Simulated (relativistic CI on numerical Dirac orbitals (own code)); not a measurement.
Calculated at this level of theory: Dirac-Coulomb-Breit CI, KLI orbitals optimised for each configuration, QED by a radiative potential, unscaled Slater integrals (own radial code, finite nucleus).

CI space (outside the closed core 1s2): 2s2, 2s.2p, 2p2, 2p.3s, 2p.3p, 2s.3s, 2s.3p, 2s.3d, 2s.4s, 2s.4p, 2s.4d, 2s.4f, 2s.5s, 2s.5p, 2s.5d, 2s.5f, 2s.5g, 3s2, 3s.3p, 3p2. Levels of other configurations are missing.

At this charge energies of transitions that change n are usually good to better than 1 %, and those within a shell (Δn = 0) to a few per cent.

Outline of the computed level scheme of Si XI. Lowest level of each configuration: 2s2 1S_0 at 0.000 eV; 2s.2p 3P°_0 at 21.197 eV; 2p2 3P_0 at 55.361 eV; 2s.3s 3S_1 at 273.803 eV; 2s.3p 1P°_1 at 283.725 eV; 2s.3d 3D_1 at 289.122 eV; 2p.3s 3P°_0 at 300.725 eV; 2p.3p 1P_1 at 306.534 eV; 2s.4s 3S_1 at 365.854 eV.

Some strong electric-dipole decays among the lowest 36 levels: 2s.3d 3D_3 → 2s.2p 3P°_2 (1.4e+12 s⁻¹); 2s.3d 3D_2 → 2s.2p 3P°_1 (1.0e+12 s⁻¹); 2s.3d 1D_2 → 2s.2p 1P°_1 (9.3e+11 s⁻¹); 2s.3d 3D_1 → 2s.2p 3P°_0 (7.6e+11 s⁻¹); 2s.3p 1P°_1 → 2s2 1S_0 (6.2e+11 s⁻¹); 2p.3p 1D_2 → 2s.2p 1P°_1 (5.9e+11 s⁻¹); 2s.3d 3D_1 → 2s.2p 3P°_1 (5.7e+11 s⁻¹); 2p.3p 1S_0 → 2s.2p 1P°_1 (4.4e+11 s⁻¹).
